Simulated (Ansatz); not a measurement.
Several settings on one geometry of In₁₀N₁₁H₂₈⁺, a nanocrystal cut from wurtzite InN (hydrogen-capped) (that of the charge 1 singlet, r2SCAN-D4/def2-SVP). Ansatz on 2 threads of AMD EPYC 7R13 on a shared host and a share (18 GiB) of an NVIDIA H100 80GB HBM3; times are rough.

```xyz
49

In    0.1973   -2.1370   -3.3601
N    -1.4745   -0.8460   -4.0508
N     0.1813   -1.8436   -1.2375
In   -1.7089   -0.9846   -0.5343
In    0.1710   -2.0649    2.3139
N    -1.5113   -0.8725    1.6140
N     0.1746   -1.7611    4.4840
In   -1.7585   -1.0183    5.3577
In   -1.7536    1.2466   -3.3566
N    -1.5055    1.0826   -1.2344
In   -1.6988    1.1798    2.3172
N    -1.4314    1.0277    4.4868
N     1.8741   -0.8472   -4.0369
In    2.0718   -0.9762   -0.5207
N     1.8504   -0.8933    1.6144
In    2.1585    1.2478   -3.3457
N     0.2023    2.0526   -4.0336
N     1.8798    1.0846   -1.2330
In    0.1933    2.2825   -0.5175
In    2.0180    1.1606    2.4394
N     0.1563    2.0465    1.6174
H     0.1999   -3.6837   -4.0973
H    -2.3398   -1.3451   -3.8103
H    -1.4793   -0.8476   -5.0770
H     0.1837   -2.8011   -0.8567
H    -3.0883   -1.7793   -1.2157
H     0.1027   -3.7284    1.8508
H    -2.3436   -1.3525    1.9847
H     0.4358   -2.6356    4.9503
H     0.9135   -1.0962    4.7391
H    -2.9854   -1.7238    4.3654
H    -1.5549   -0.9028    7.0579
H    -3.0915    2.0246   -4.0915
H    -2.3324    1.5640   -0.8521
H    -3.1729    1.9554    1.8569
H    -2.0557    1.6921    4.9549
H    -0.4849    1.3323    4.7407
H     1.8896   -0.8528   -5.0630
H     2.7356   -1.3476   -3.7855
H     3.4391   -1.7775   -1.2229
H     2.6870   -1.3705    1.9780
H     3.4948    2.0192   -4.0888
H     0.2042    2.0709   -5.0597
H     0.2011    3.0483   -3.7801
H     2.6963    1.5548   -0.8155
H     0.1846    3.8683   -1.2174
H     1.7627    1.0109    4.1585
H     3.3485    1.9283    1.6303
H     0.1630    3.0091    1.9822
```

Totals from different functionals, basis sets or treatments of relativity can't be compared as stabilities.

In the def2 sets In takes a core potential; there is no spin–orbit coupling.

Task: Give the basis size and estimate the energy, ⟨S²⟩ and time of these runs.

```json
{"run": "1", "method": "RKS ωB97M-V/STO-3G", "charge": "1", "state": "singlet", "further keys": "–"}
{"run": "2", "method": "RKS ωB97X/STO-3G", "charge": "1", "state": "singlet", "further keys": "forces asked"}
{"run": "3", "method": "RKS ωB97X/def2-SVP", "charge": "1", "state": "singlet", "further keys": "fitting: {mean_field: def2-universal-jkfit}; scf: {omitted_lower_state_checks: [starts]}"}
```

Result: 
```json
{"run": "1", "functions": "353", "energy (Eh)": "-57461.9585", "⟨S²⟩": "–", "wall time": "25 s"}
{"run": "2", "functions": "353", "energy (Eh)": "-57462.2983", "⟨S²⟩": "–", "wall time": "41 s"}
{"run": "3", "functions": "554", "energy (Eh)": "-2520.4312", "⟨S²⟩": "–", "wall time": "22 s"}
```
